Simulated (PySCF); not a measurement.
## Correlation energy of Ar⁺ (argon, charge +1)

[Ne] 3s1 3p6, 2S determinant (an excited configuration). Calculation: PySCF 2.14, in aug-cc-pVQZ-DK (7s6p4d3f2g, 84 functions); the spin-free X2C one-electron Hamiltonian (Gaussian nucleus). Frozen: [Ne]; 7 electrons correlated.

MP2 pair energies summed by pair of shells (mhartree):

| pair | energy | share (%) |
| --- | --- | --- |
| 3p-3p | -260.70 | 90.1 |
| 3s-3p | -28.63 | 9.9 |

Total MP2 correlation energy: -289.33 mhartree.

Same-spin part -51.78 and opposite-spin part -237.55 mhartree; SCS-MP2 scales them by 1/3 and 6/5 to -302.32 mhartree.
